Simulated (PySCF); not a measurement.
Orbital energies and ionisation energy

(H2In-mu-SeH)2.
Structure used (PBE0-D3(BJ)/def2-SVP), in Å, numbered top down from 1:
```
atom  x, y, z in Å
In1    1.5807   -0.3275    1.0174
H2     2.8019    0.8779    1.0286
H3     1.4178   -1.8692    1.7593
Se4    0.9725   -0.6809   -1.6251
In5   -1.2431    0.8482   -1.1349
H6    -2.5963   -0.1985   -1.2995
H7    -0.8464    2.3966   -1.7594
Se8   -0.7386    1.0261    1.5449
H9     0.2626   -1.9474   -1.3847
H10   -1.4865   -0.2022    1.8577
```

Level: PBE0/def2-SVPD (PySCF). Frontier orbitals with their largest atomic shares (Löwdin; up to four atoms above 4 %):

| orbital | ε (eV) | main atoms |
| --- | --- | --- |
| HOMO−3 | -8.50 | Se8 36 %, Se4 36 %, In1 11 %, In5 11 % |
| HOMO−2 | -8.42 | In1 17 %, In5 16 %, H3 16 %, H6 15 % |
| HOMO−1 | -7.58 | ? |
| HOMO | -7.57 | ? |
| LUMO | -1.00 | In1 24 %, In5 24 %, Se8 16 %, Se4 16 % |
| LUMO+1 | -0.85 | Se8 20 %, Se4 20 %, In1 19 %, In5 18 % |
| LUMO+2 | -0.80 | Se8 18 %, Se4 17 %, In5 17 %, In1 17 % |

What vertical ionisation energy does ΔSCF give, and how far is −ε(HOMO) from it?

ΔSCF: 9.19 eV (886 kJ/mol; threshold wavelength 135 nm); ⟨S²⟩ of the doublet left behind is 0.757, against 0.75 for a pure doublet. −ε(HOMO) is 7.57 eV, 1.62 eV below it. For the exact functional −ε(HOMO) would equal the first vertical ionisation energy; PBE0 (global hybrid, 25 % exact exchange) falls short of its own ΔSCF value by 18 %.

On which atoms does the HOMO lie?

HOMO: Se4 28 %, Se8 27 %, In5 12 %, In1 12 %; HOMO−1: Se4 41 %, Se8 41 %, In1 5 %, In5 5 %. These 2 orbitals lie within 0.02 eV of one another. The HOMO−2 lies 0.85 eV lower.

With α = 139.4 au, estimate the like-pair dispersion coefficient by London's formula C6 = (3/4)α²I.

I = 0.3376 Eh, so C6 ≈ 4920 au, a rough estimate.

How many of the 10 lowest singlet excitations (vertical TDDFT, same level) lie below the ionisation energy?

All 10; they run from 5.40 to 6.36 eV.

What kinetic energy would electrons from this vertical process carry with Lyman-α light (10.199 eV)?

10.20 − 9.19 = 1.01 eV.

The structure is a single PBE0-D3(BJ)/def2-SVP conformer in the gas phase; no vibrational or solvent corrections. Atoms past krypton carry effective core potentials; spin–orbit coupling is left out. The calculation is non-relativistic apart from the core potentials, for selenium too.

These values come from a run that also computed excited states and ΔSCF ions. Hardware: one thread, Arm Neoverse N1 (aarch64), shared host with 64 logical CPUs at a one-minute load of 18. Cost: 3.9 min of wall time (with the writing of density and orbital grids), 0.97 GiB resident at most.
